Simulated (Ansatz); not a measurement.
`[SiH3][N]([SiH3])[Ge][Cl]` + dimethylamine → `C[N](C)[Ge][Cl]` + `[SiH3]N[SiH3]` at 400 K and 1 bar (ligand exchange at a Ge–N bond).

Program: Ansatz. Geometries: PBE0-D4/def2-TZVP. ΔE: electronic, gas phase. CCSD(T)/CBS is the MP2 limit (def2-TZVPP, def2-QZVPP) plus CCSD(T) − MP2 in def2-TZVPP, frozen cores. This one scheme is used for every species. For Ge outer-core shells are correlated without core-valence functions, which leaves a few kJ/mol of doubt a bond. Scalar relativity is left out up to krypton. One conformer a species, not always the lowest.

```tsv
species	CCSD(T)/CBS energy (Eh)	H − E (kJ/mol)	S (J/(mol·K))
`[SiH3][N]([SiH3])[Ge][Cl]`	-3172.45773	192.8	436.8
`CNC`	-135.00321	264.6	293.2
`C[N](C)[Ge][Cl]`	-2670.35761	252.2	389.1
`[SiH3]N[SiH3]`	-637.10515	203.4	366.7
```

H − E and S are ideal-gas, rigid-rotor, harmonic terms from PBE0-D4/def2-TZVP, for one conformer and one mirror image of each species. 1 Eh = 2625.50 kJ/mol, R = 8.31446 J/(mol·K).

**Question.** By hand: ΔE, ΔH, ΔS and ΔG.

**Answer.** ΔE = (-2670.35761) + (-637.10515) − (-3172.45773) − (-135.00321) = -0.00182 Eh = -4.8 kJ/mol. Δ(H − E) = 252.2 + 203.4 − 192.8 − 264.6 = -1.8, so ΔH = -6.6 kJ/mol. ΔS = 389.1 + 366.7 − 436.8 − 293.2 = 25.8 J/(mol·K). ΔG = -6.6 − 400 × (25.8)/1000 = -16.9 kJ/mol.

**Question.** By hand: the equilibrium constant, and the temperature at which ΔG would vanish if ΔH and ΔS stayed fixed.

**Answer.** log₁₀ K = −ΔG/(RT ln 10) = 2.2. ΔH and −TΔS have one sign here, so there is no such temperature.

TΔS isn't small against ΔH here. A doubt of 5 kJ/mol in ΔE shifts log₁₀ K by 0.7 here. Other conformers and mirror images would add mixing entropy, several J/(mol·K) or more a flexible species. Modes under 60 cm⁻¹, often nearly free rotors, make the harmonic entropy too high. These are equilibria of isolated gas molecules and say nothing of rates. Largest T1 diagnostic: 0.014 (customary marks: 0.02 for closed shells, 0.045 for open ones).
